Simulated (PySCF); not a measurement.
C2H4, charge +1, doublet, at a GFN2-xTB geometry (a state made from the parent by changing its charge; the spin is typed, not shown lowest). Base run: PySCF with MP2/6-31G**.

Here is a job for PySCF.
```python
from pyscf import gto, scf, mp

mol = gto.Mole()
mol.atom = '''
    C    -0.652257   -0.040606    0.002958
    C     0.652257    0.040606   -0.002958
    H    -1.330139    0.738756    0.372842
    H    -1.231558   -0.898233   -0.361223
    H     1.336772   -0.811258    0.094558
    H     1.224925    0.970735   -0.106177
'''
mol.basis = '6-31g**'
mol.charge = 1
mol.spin = 1
mol.verbose = 3
mol.build()

mf = scf.UHF(mol)
mf.kernel()

pt = mp.MP2(mf, frozen=2)
pt.kernel()
print('E(MP2) = %.10f' % pt.e_tot)
```

Each row names what was changed in the base input (with any setting that the change needs).

| change | basis functions | E (Eh) | MP2 correlation (Eh) | SCF-reference HOMO (eV) |
|---|---|---|---|---|
| base | 48 | -77.93199 | -0.22696 | -19.63 |
| basis = pcseg-0 | … | … | … | … |
| basis = 6-31G* | 36 | -77.90301 | -0.20598 | -19.65 |
| basis = def2-SV(P) | 36 | … | … | … |
| basis = pc-1 | 48 | -77.90296 | -0.22584 | -19.59 |
| basis = 6-311G** | 60 | -77.95448 | -0.23634 | -19.66 |
| basis = def2-SVPD | 72 | -77.87332 | -0.23181 | -19.74 |
| basis = 6-311+G(2d,p) | 78 | -77.96790 | -0.24583 | -19.69 |
| basis = aug-cc-pVDZ | … | … | … | -19.65 |
| basis = def2-TZVP | 86 | -77.99380 | -0.26518 | -19.70 |
| basis = def2-TZVPD | 110 | -77.99493 | -0.26622 | -19.70 |
| basis = cc-pVTZ | 116 | … | … | -19.69 |
| basis = pc-2 | 116 | -77.99979 | -0.27228 | -19.70 |

Question: Complete the blanks.

Answer: 
- basis = pcseg-0, basis functions: 26
- basis = pcseg-0, E (Eh): -77.61568
- basis = pcseg-0, MP2 correlation (Eh): -0.14408
- basis = pcseg-0, SCF-reference HOMO (eV): -19.60
- basis = def2-SV(P), E (Eh): -77.82641
- basis = def2-SV(P), MP2 correlation (Eh): -0.20124
- basis = def2-SV(P), SCF-reference HOMO (eV): -19.76
- basis = aug-cc-pVDZ, basis functions: 82
- basis = aug-cc-pVDZ, E (Eh): -77.93530
- basis = aug-cc-pVDZ, MP2 correlation (Eh): -0.22831
- basis = cc-pVTZ, E (Eh): -78.00351
- basis = cc-pVTZ, MP2 correlation (Eh): -0.27560

Totals compare only among sets that treat the same electrons; sets with core potentials leave the core out.

Open shells are given as the SCF converged; they aren't shown to be the lowest states, and a large step between rows can be another state.
